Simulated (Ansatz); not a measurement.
Relaxation of CH$_{8}$N$_{2}$O$_{2}$SSi (15 atoms, charge 0, multiplicity 1), to a largest force component of 0.015 eV/Å in at most 40 steps.

Computed with RKS B3LYP-D4/def2-SVP (Ansatz 0.2.0).

```xyz
15
Properties=species:S:1:pos:R:3
N -2.024 0.454 0.221
Si -0.469 0.822 0.695
O -0.509 0.278 2.251
C 0.903 -0.170 -0.439
N 0.285 -1.492 -0.788
O 2.078 -0.411 0.173
S 1.062 0.771 -1.957
H -1.943 0.059 -0.775
H -2.309 -0.421 0.788
H -0.287 2.292 0.714
H 0.396 0.099 2.652
H 0.070 -1.949 0.122
H -0.679 -1.293 -1.220
H 2.387 -1.170 -0.322
H 1.714 -0.201 -2.604
```

Q: Where does it end, and by what steps?

A: It converged. After 15 steps the energy has fallen by 1.119 eV; H8 moved furthest, 1.36 Å.

```csv
step,energy less start (eV),largest force component (eV/Å),accepted
0,0.0000,3.512,yes
1,-0.7064,1.473,yes
2,-0.9390,0.558,yes
3,-0.9930,0.439,yes
4,-1.0319,0.778,yes
5,-1.0518,0.663,yes
6,-1.0787,0.320,yes
7,-1.0938,0.415,yes
8,-1.0698,0.905,no
9,-1.1086,0.210,yes
10,-1.1151,0.142,yes
11,-1.1175,0.167,yes
12,-1.1156,0.261,no
13,-1.1190,0.034,yes
14,-1.1190,0.040,yes
15,-1.1193,0.013,yes
```

```xyz
15
Properties=species:S:1:pos:R:3
N -2.082 0.349 0.097
Si -0.491 0.748 0.613
O -0.264 0.155 2.158
C 0.836 -0.223 -0.390
N 0.437 -1.585 -0.726
O 1.956 -0.296 0.464
S 1.170 0.680 -1.974
H -2.707 1.063 -0.260
H -2.593 -0.406 0.543
H -0.301 2.218 0.464
H 0.661 -0.107 2.287
H 0.194 -2.081 0.136
H -0.400 -1.569 -1.311
H 2.614 -0.869 0.037
H 1.644 -0.410 -2.629
```

Whether the end is a true minimum wasn't checked by a vibrational analysis.

Time of the run: 62 s on 2 threads of Intel(R) Xeon(R) 6975P-C (Granite Rapids), with other jobs on the host, peak memory 0.48 GiB.
